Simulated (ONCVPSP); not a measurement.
# Before and after: ONCV potential for Te

ONCVPSP 4.0.1 input, shortened (lines: element, Z, core and valence counts, functional; n l f; lmax; l rc ep ncon nbas qcut; lloc lpopt rc5 dvloc0; l nproj debl; icmod fcfact rcfact), LDA (Perdew-Wang 92), non-relativistic:

```
  Te 52.00    6    5  -001012      upf
    1    0    2.00
    2    0    2.00
    2    1    6.00
    3    0    2.00
    3    1    6.00
    3    2   10.00
    4    0    2.00
    4    1    6.00
    4    2   10.00
    5    0    2.00
    5    1    4.00
    2
    0    1.50    0.00    3    7    6.20
    1    1.50    0.00    4    8    8.80
    2    1.05    0.00    4    8    8.80
    4    5    1.00    0.00
    0    2    0.90
    1    2    0.70
    2    2    1.90
    1    0.45    0.00
```

All-electron outer shells of the reference configuration (LDA (PZ), non-relativistic, ld1.x):

```csv
shell,level (eV),outermost node (bohr),outermost maximum (bohr)
3p,-785.34,0.13,0.29
3d,-568.39,–,0.24
4s,-151.64,0.40,0.73
4p,-111.56,0.39,0.75
4d,-43.76,0.36,0.81
5s,-14.18,0.95,1.87
5p,-6.17,1.01,2.17
```

Change: s: ncon 4, nbas 8.

Cutoffs: the cutoffs (Ha) at which the residual kinetic energy of the hardest occupied pseudo-wave falls to 1 and 0.1 mHa per electron; they do not see the model core or the augmentation charge, which bear on the density cutoff. Errors are all-electron minus pseudo energies relative to the spin-unpolarised reference configuration.

Task: What does the change do?

Result: The potential gets neither clearly harder nor softer (118 Ha and 207 Ha → 118 Ha and 207 Ha); the d channel sets the loose cutoff, while the largest relative change is in s, which becomes harder; of the 4 tests that both files solve, the error grows in 0 and shrinks in 1 by more than 15 % and 0.3 meV (median size 0.5 → 0.2 meV); neither file shows a bound ghost.

```tsv
quantity	base	changed
cutoff, loose	118 Ha	118 Ha
cutoff, tight	207 Ha	207 Ha
loose cutoff by channel	s 13 Ha, p 27 Ha, d 118 Ha	s 18 Ha, p 27 Ha, d 118 Ha
bound ghosts	none	none
GHOST(+) flags under 300 eV	none	s at 162.7 eV
error for 4s2 4p6 4d10 5s2 5p3, meV [ΔE 9.94 eV]	0.0	0.0
error for 4s2 4p6 4d10 5s2 5p2, meV [ΔE 28.08 eV]	+0.3	+0.1
error for 4s2 4p6 4d10 5s2 5p1, meV [ΔE 55.20 eV]	+0.8	+0.3
error for 4s2 4p6 4d9 5s2 5p5, meV [ΔE 40.28 eV]	+25	+24
s: phases at 1.52 bohr within 0.05 rad from the reference energy up to (Ha; the scan ends near 5)	4.0	4.6
p: phases at 1.52 bohr within 0.05 rad from the reference energy up to (Ha; the scan ends near 5)	to the end of the scan	to the end of the scan
d: phases at 1.07 bohr within 0.05 rad from the reference energy up to (Ha; the scan ends near 5)	to the end of the scan	to the end of the scan
rms error of d²Exc/dni dnj with the model core, mHa	1.47	1.45
```
